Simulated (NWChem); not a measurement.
Species: SiH3SO2F; SMILES O[Si](S)(F)O

```xyz
8

O     -1.2827    -0.9628     0.7980
Si     0.0550    -0.3367     0.0753
O      1.3797    -0.9052     0.8545
F      0.0937    -0.7940    -1.4697
S      0.0006     1.7896     0.1485
H     -2.1305    -0.8171     0.3544
H      1.3867    -1.8577     1.0321
H      0.9442     1.9834    -0.7983
```
Atoms are numbered in this order, from 1.

Computed with NWChem. Pople sets run with spherical d functions. Structure relaxed at the B3LYP/6-31G* (spherical d) level. Atomic charges in e: unrestrained fits to the electrostatic potential beside Mulliken populations; buried atoms are poorly determined by the fit.

Question: Predict the results for Hartree-Fock/6-31G*. Quantities: ESP O1; Mulliken O1; ESP Si2; Mulliken Si2; ESP O3; Mulliken O3; ESP F4; Mulliken F4; ESP S5; Mulliken S5; relative RMS misfit of the potential (%).

Answer: 
| Item | Value |
|---|---|
| ESP O1 | -0.76 |
| Mulliken O1 | -0.88 |
| ESP Si2 | 1.38 |
| Mulliken Si2 | 1.54 |
| ESP O3 | -0.82 |
| Mulliken O3 | -0.86 |
| ESP F4 | -0.46 |
| Mulliken F4 | -0.52 |
| ESP S5 | -0.46 |
| Mulliken S5 | -0.39 |
| relative RMS misfit of the potential (%) | 25 |
